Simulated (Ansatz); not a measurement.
The first iterations of a band of AlH3O3 + CH4 (12 atoms, charge 0, multiplicity 1).

Level of theory: UKS BLYP-D4/6-31G* in Ansatz 0.2.0.

```
movable images  : 7
climbing image  : yes
spring          : 5.0 eV/Å²
optimiser       : quadratic models (default)
start path      : through a guess of the saddle point
force threshold : 0.05 eV/Å
iteration limit : 60
end points      : relaxed
```

Initial state:

```xyz
12
Properties=species:S:1:pos:R:3
Al 1.163 0.447 0.061
O 0.641 1.983 -0.525
O 1.234 0.150 1.759
O 1.722 -0.751 -1.046
H -1.652 0.388 -0.458
C -1.690 -0.650 -0.088
H 0.669 2.127 -1.491
H 0.962 0.876 2.353
H 2.070 -1.583 -0.672
H -2.733 -1.003 -0.107
H -1.312 -0.688 0.946
H -1.073 -1.296 -0.733
```

Final state:

```xyz
12
Properties=species:S:1:pos:R:3
Al 0.401 -0.060 0.274
O 0.130 1.614 -0.896
O 1.224 0.409 1.737
O 1.556 -0.473 -1.020
H -0.692 1.542 -1.430
C -1.387 -0.894 0.252
H 0.867 1.225 -1.462
H 0.697 0.534 2.548
H 2.476 -0.653 -0.747
H -2.166 -0.272 0.730
H -1.379 -1.860 0.789
H -1.728 -1.113 -0.777
```

| iteration | highest image above the first end (eV) | largest band force component (eV/Å) |
| --- | --- | --- |
| 1 | 2.953 | 7.292 |
| 2 | 2.026 | 2.197 |
| 3 | 1.923 | 3.580 |
| 4 | 1.633 | 0.920 |
| 5 | 1.445 | 0.788 |

Does the band converge within its limit, and where does its top end?

It converged. It ended after 15 iterations with the highest image 1.502 eV above the first end. A vibrational analysis at the climbing image gives one clearly imaginary mode, 1138i cm⁻¹: a first-order saddle point. The orbitals stay closed-shell, which can raise the energy where a bond breaks towards radicals; this wasn't checked here.

Run time: 9.5 min on 2 threads of Arm Neoverse N1, with other jobs on the host, peak memory 0.29 GiB.
